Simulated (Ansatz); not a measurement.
C2H7GaO, SMILES CC[O][GaH2].

Coordinates come from a TPSSh-D3(BJ)/def2-SVP optimisation. The values are those of a single conformer.

Two levels are set side by side: PBE/def2-SVPD (Ansatz, an electronic-structure program) and CAM-B3LYP/def2-SVPD (Ansatz). Energy differences of separate SCF runs at the same geometry; the states with an electron removed or added have multiplicity 2 and 2. Differences are taken from unrounded values.

```
quantity                           CAM-B3LYP   PBE  PBE minus CAM-B3LYP
---------------------------------  ---------  ----  -------------------
vertical ionisation energy (eV)        10.03  9.55                -0.48
vertical singlet–triplet gap (eV)       5.24  4.60                -0.64
```
